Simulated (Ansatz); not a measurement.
Species: 2-fluoro-1-methylpyrrole, C5H6FN (charge 0, singlet). 
Structure (B3LYP-D3(BJ)/def2-TZVP (Ansatz, a first-principles code) minimum search):
```
N
C 1 1.3616
F 2 1.3364 1 118.83
C 2 1.3656 3 130.25 1 -179.73
H 4 1.0756 2 126.40 3 0.62
C 1 1.3824 2 107.47 3 179.70
C 6 1.3709 1 108.24 2 0.49
H 6 1.0759 7 131.34 4 -179.94
H 7 1.0768 6 125.76 8 -0.56
C 1 1.4476 2 125.73 3 4.13
H 10 1.0881 1 108.86 2 -157.43
H 10 1.0883 11 108.82 1 -119.73
H 10 1.0922 11 109.03 12 -118.51
```
Charge 0, spin multiplicity 1.

Property: atomisation energy (electronic, to ground-state atoms), in kcal/mol. Valence correlation only, unless marked. UHF or UKS for open shells. No spin-orbit coupling. No relativistic terms. The coupled-cluster limit lacks core correlation, which all-electron functionals hold. CBS marks a two-point X^-3 extrapolation of the correlation energy; Hartree-Fock from the larger set. The bracket is a focal-point correction in the basis named.

```csv
level,program,atomisation energy (kcal/mol)
SVWN5/def2-TZVPD,Ansatz,1605.3
PBE-D4/def2-TZVPD,Ansatz + dftd4,1424.7
B3LYP-D4/def2-TZVPD,Ansatz + dftd4,1371.1
PBE0-D4/def2-TZVPD,Ansatz + dftd4,1389.9
BHLYP-D4/def2-TZVPD,Ansatz + dftd4,1318.9
LC-wPBE/def2-TZVPD,Ansatz,1376.9
RPA@PBE/cc-pVTZ,Ansatz,1261.8
MP2/cc-pVDZ,Ansatz,1294.3
MP2/cc-pVQZ,Ansatz,1389.4
"MP2/CBS(cc-pVTZ,cc-pVQZ)",Ansatz,1404.3
SCS-MP2/cc-pVDZ,Ansatz,1273.2
SCS-MP2/aug-cc-pVTZ,Ansatz,1356.6
CCSD/aug-cc-pVDZ,Ansatz,1243.9
"RI-MP2/CBS(aug-cc-pVTZ,aug-cc-pVQZ)+[CCSD(T)-MP2]/aug-cc-pVDZ",Ansatz,1361.4
"CCSD(T)/CBS(cc-pVTZ,cc-pVQZ)",Ansatz,1363.5
```
